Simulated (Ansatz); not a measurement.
```csv
atom,x (Å),y (Å),z (Å)
F,0.0016,-0.0089,-0.6924
F,0.0037,-0.0007,0.6790
```

Basis set: cc-pVDZ (spherical functions). Correlated methods keep 2 orbitals frozen. Charge 0, multiplicity 1.

Computed with Ansatz (development build ahead of 0.2.0); each method stands on the lowest determinant of its kind that the runs found. Restricted open shells among the atoms or ions are ROHF, correlated in semicanonical orbitals with singles.

The atomization energy at this shape (free ground-state atoms in the same class of orbitals less the molecule, no zero-point energy) of singlet F₂:

```tsv
method	atomization energy
RHF	-1.50 eV
```

Problem. What does RHF-MP2 give?

Solution. 1.25 eV. Caution for RHF: the molecule lies well above its atoms at this level.
